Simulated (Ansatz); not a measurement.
Conformers of `CO[Si](F)(Cl)SC`, each relaxed with PBE0-D4/def2-TZVP in Ansatz. CBS adds the triple-zeta coupled-cluster correction to the MP2 limit.

Not all of them had a frequency check.

Conformer A:

Z-matrix (Å, degrees):
```
C
O 1 1.417
H 1 1.093 2 111.2
H 1 1.090 2 107.7 3 119.5
H 1 1.094 2 110.7 3 -121.5
Si 2 1.616 1 125.6 3 55.9
Cl 6 2.035 2 112.0 1 65.1
F 6 1.593 2 107.5 1 -51.5
S 6 2.088 2 110.3 1 -174.0
C 9 1.822 6 98.6 2 55.1
H 10 1.089 9 106.1 6 -177.9
H 10 1.089 9 111.0 6 63.7
H 10 1.088 9 110.7 6 -59.4
```

Conformer B:

```xyz
13

C     1.717    0.200    1.928
O     1.270    1.045    0.881
Si    0.394    0.598   -0.395
F     1.142   -0.527   -1.237
Cl    0.244    2.204   -1.628
S    -1.468   -0.142    0.227
C    -2.096   -0.743   -1.371
H     2.465   -0.507    1.561
H     2.168    0.833    2.692
H     0.886   -0.356    2.372
H    -1.440   -1.507   -1.784
H    -2.209    0.081   -2.074
H    -3.074   -1.178   -1.170
```

Problem. Which is lowest in electronic energy at CCSD(T)/CBS (frozen core, def2 sets), and by how much? (An estimate is asked.)

Solution. Ansatz gave: A; B lies 1.2 kJ/mol higher. Gaps under about 2 kJ/mol don't settle the order.

Problem. Give the energies relative to A (kJ/mol) with PBE0-D4/def2-TZVPP, ωB97M-V/def2-TZVPP, PBE/def2-TZVPP, r2SCAN/def2-TZVPP, MP2/def2-TZVPP, HF/CBS(def2), CCSD/CBS(def2). (Estimate.)

Solution. Ansatz gave: 
| level | B |
| --- | --- |
| PBE0-D4/def2-TZVPP | 1.3 |
| ωB97M-V/def2-TZVPP | 1.8 |
| PBE/def2-TZVPP | 1.7 |
| r2SCAN/def2-TZVPP | 1.3 |
| MP2/def2-TZVPP | 1.6 |
| HF/CBS(def2) | 1.7 |
| CCSD/CBS(def2) | 1.3 |
